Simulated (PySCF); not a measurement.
Method: PySCF 2.14.0 with PBE-D3(BJ)/def2-TZVP // PBE-D3(BJ)/def2-SVP. Gas-phase values, no solvent. One relaxed conformer stands for a flexible species; it need not be the lowest. Excitations are Tamm–Dancoff values on a coarser integration grid. The basis has no diffuse functions, so Rydberg states are missing or too high.

Reference species (SMILES): `[I][Sn]([CH2]C)([I])[I]` (C–C–Sn–I torsion 59°) (neutral, multiplicity 1).

| Quantity | Result |
|---|---|
| S1 excitation (TDA) | 2.89 eV |
| HOMO–LUMO gap | 2.77 eV |

Changed species: `C[CH2][Sn]([CH2]C)([CH2]C)[CH2]C` (0 of 4 C2H5 replaced by I; the reference has 3 of 4 C2H5 replaced by I).

### Question
Give the shifts of the S1 excitation (TDA) and HOMO–LUMO gap.

### Answer
the S1 excitation (TDA) rises by 2.82 eV, to 5.71 eV; the HOMO–LUMO gap rises by 2.78 eV, to 5.55 eV.
